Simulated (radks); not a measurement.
Values are calculated unless marked as measured or tabulated.
Q: Ionisation of Cs2+, [Kr] 4d10 5s2 5p5, to Cs3+, [Kr] 4d10 5s2 5p4, under several functionals. Dirac Kohn-Sham, spin-unpolarised, spherical densities, finite nucleus; open shells are shared between the two j in proportion to 2j + 1; a radial shooting solver on a logarithmic mesh with Libxc functionals. The NIST Atomic Spectra Database gives 33.195 eV (semi-empirical). Rank these functionals by the error of their Delta-SCF ionisation energy: RPBE; B86b exchange with PBE correlation; SOGGA; exchange-only PBE; LDA (Slater exchange, Perdew-Wang correlation); XLYP.

A: From best to worst: exchange-only PBE 32.987 eV (-0.208); XLYP 33.976 eV (+0.781); SOGGA 34.091 eV (+0.896); RPBE 34.102 eV (+0.907); B86b exchange with PBE correlation 34.164 eV (+0.969); LDA (Slater exchange, Perdew-Wang correlation) 34.354 eV (+1.159). Spin polarisation and multiplet splitting are left out, so open shells lie too high by an amount that depends on their filling. Sharing an open shell by 2j + 1 raises it above the true ground level by a part of the spin-orbit splitting, which enters the differences from NIST.

Beside tabulated values, note that spin-unpolarised runs miss the spin-polarisation part of the exchange energy of open shells.
